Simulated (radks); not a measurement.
The numbers below are computed, except where a source is named.
Spherical quantum dot in the effective-mass picture: electrons in a parabolic well V = omega^2 r^2 / 2 with omega = 0.427, all in effective atomic units (hartree* = m*/eps^2 hartree, bohr* = eps/m* bohr), one dielectric constant everywhere. Level of theory: non-relativistic Kohn-Sham, PBEsol, spin-polarised, spherical densities (a radial shooting solver with Libxc functionals). Levels are named by radial order and angular momentum (1s, 1p, 1d, 2s, ...), and open shells are averaged over m.

N = 25, configuration 1s2 1p6 1d10 2s2 1f(up 5, down 0). This is the lowest configuration that the search found. Occupied levels:

level    occupation  eigenvalue (hartree*)  <r> (bohr*)
1s up             1                 6.8614        3.159
1s down           1                 6.8769        3.049
1p up             3                 6.9910        3.791
1p down           3                 7.0159        3.723
1d up             5                 7.1501        4.213
1d down           5                 7.1809        4.175
2s up             1                 7.2160        3.432
2s down           1                 7.2351        3.479
1f up             5                 7.3352        4.538

Energy (hartree*): total 110.784, kinetic 8.0866, external 39.813, Hartree 69.871, exchange-correlation -6.9869.

Electron density:

r (bohr*)  n(r) (e/bohr*^3)
0.167               0.05797
0.587               0.05478
1.01                0.04926
1.43                0.04357
1.85                0.03985
2.27                0.03930
2.69                0.04150
3.11                0.04456
3.53                0.04592
3.95                0.04346
4.37                0.03664
4.79                0.02684
5.21                0.01672
5.63               0.008679
6.05               0.003711
6.47               0.001323
6.89              0.0003949
7.31             0.00009790
7.73             0.00002014
8.15              3.438e-06
